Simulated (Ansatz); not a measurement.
C₃H₈SSi (`CC1C[SiH2]S1`). Total charge 0; spin multiplicity 1. The geometry is a stationary point of PBE0-D4/def2-TZVP.

```xyz
13

C    -0.079    1.847   -0.185
C     0.187    0.402   -0.530
C     0.565   -0.505    0.661
Si   -0.492   -1.938    0.070
S    -1.327   -0.453   -1.213
H    -0.385    2.417   -1.065
H    -0.870    1.924    0.564
H     0.829    2.305    0.221
H     0.954    0.338   -1.305
H     1.639   -0.647    0.787
H     0.160   -0.093    1.589
H    -1.426   -2.571    1.038
H     0.243   -3.026   -0.632
```

(1) What is the dipole moment at PBE/def2-TZVPP? (An estimate is asked.)

(2) And with r2SCAN, B3LYP, ωB97M-V? (An estimate is asked.)

(3) Give the Mulliken charges with PBE, r2SCAN, ωB97M-V in def2-TZVPP. (Best estimate.)

Answers

(1) Ansatz gave: 1.96 D, with components (1.53, 0.59, 1.07) D in this frame, pointing from negative to positive charge.

(2) Ansatz gave: r2SCAN 2.06 D, B3LYP 1.96 D, ωB97M-V 1.96 D.

(3) The calculation gave: 
```tsv
atom	PBE	r2SCAN	ωB97M-V
C1	-0.25	-0.15	-0.31
C2	0.09	0.18	-0.02
C3	-0.25	-0.29	-0.36
Si4	0.29	0.40	0.29
S5	-0.25	-0.30	-0.21
H6	0.09	0.05	0.11
H7	0.08	0.04	0.10
H8	0.08	0.05	0.10
H9	0.09	0.04	0.12
H10	0.08	0.06	0.11
H11	0.09	0.07	0.12
H12	-0.06	-0.08	-0.03
H13	-0.07	-0.08	-0.03
```

B3LYP here is the variant with VWN-RPA as its local correlation; programs differ in this.
